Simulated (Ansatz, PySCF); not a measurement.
Energy difference 5 R1 + R2 → 3 P1 + P2 + 2 P3, each structure at its B3LYP-D3(BJ)/def2-SVP stationary point, reached from a drawn start (curvature not checked).
P1: CH4 (SMILES C), charge 0, multiplicity 1.
R1: H2 (SMILES [H][H]), charge 0, multiplicity 1.
P2: H2O (SMILES O), charge 0, multiplicity 1.
P3: SiH4 (SMILES [SiH4]), charge 0, multiplicity 1.
R2: C3H12OSi2 (SMILES C[Si](C)(C)O[SiH3]), charge 0, multiplicity 1.

P less R. No zero-point or thermal terms. One arrangement of each flexible species, with no search for the lowest.

Codes used: Ansatz (a program for electronic structure) with Gaussian orbitals; PySCF for the D3/D4 terms. No computed number here is a measurement.

**Question.** One of these levels gives -9.60 kcal/mol for the reaction energy. Which?
(A) HF/cc-pV(D+d)Z
(B) BLYP/def2-TZVPP
(C) SVWN5/def2-TZVPP
(D) r2SCAN-D3(BJ)/def2-TZVPP

**Answer.** A, HF/cc-pV(D+d)Z. The others give 19.04 (SVWN5/def2-TZVPP), 8.80 (BLYP/def2-TZVPP), 22.88 (r2SCAN-D3(BJ)/def2-TZVPP)
